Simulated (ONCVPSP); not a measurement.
## PBE ONCV dataset for Lu (Z = 71), non-relativistic all-electron reference.

lutetium, optimised norm-conserving Vanderbilt (ONCV), made with ONCVPSP 4.0.1 (PBE, non-relativistic). Core [Kr] 4d10, reference 4f13.5 5s2 5p6 5d1.5 6s2. Waves: 5s+6s: rc 2.00 bohr, ncon 3, nbas 7, qcut 5.4 1/bohr, 2 projectors; 5p: rc 1.90 bohr, ncon 4, nbas 8, qcut 7.2 1/bohr, 1 projector; 5d: rc 2.20 bohr, ncon 3, nbas 7, qcut 4.6 1/bohr, 1 projector; 4f: rc 0.70 bohr, ncon 4, nbas 9, qcut 21.8 1/bohr, 1 projector. Local part: polynomial inside 0.60 bohr (lpopt 3, dvloc0 6 Ha). Core correction: Teter function, fcfact 3.25, rcfact 1.35.

Poles of the logarithmic derivatives, all-electron (AE) and pseudo (PS). s: poles at -1.6, 4.7 (AE) and -1.6, 3.9 (PS) Ha. p: poles at -0.5 (AE) and -0.5 (PS) Ha. d: poles at 0.7 (AE) and 0.6, 1.0 (PS) Ha. f: poles at 4.5 (AE) and 4.7 (PS) Ha. Test radii: s 2.04, p 1.93, d 2.23, f 0.71 bohr.

* Cutoffs needed: 221 Ha and 387 Ha (the cutoffs (Ha) at which the residual kinetic energy of the hardest occupied pseudo-wave falls to 1 and 0.1 mHa per electron)
* Ghost test: ghosts flagged at negative energy: s at -464.7 eV, p at -234.7 eV; GHOST(+) flagged for d at 20.5 eV; a true bound ghost makes a file unfit for plane-wave use
* Largest excitation error: +75 meV (all-electron minus pseudo) for 4f14 5s1 5p6 5d1 6s2, out of 4 test configurations
* rms error of d²Exc/dni dnj: 4.92 mHa without and 2.97 mHa with the model core
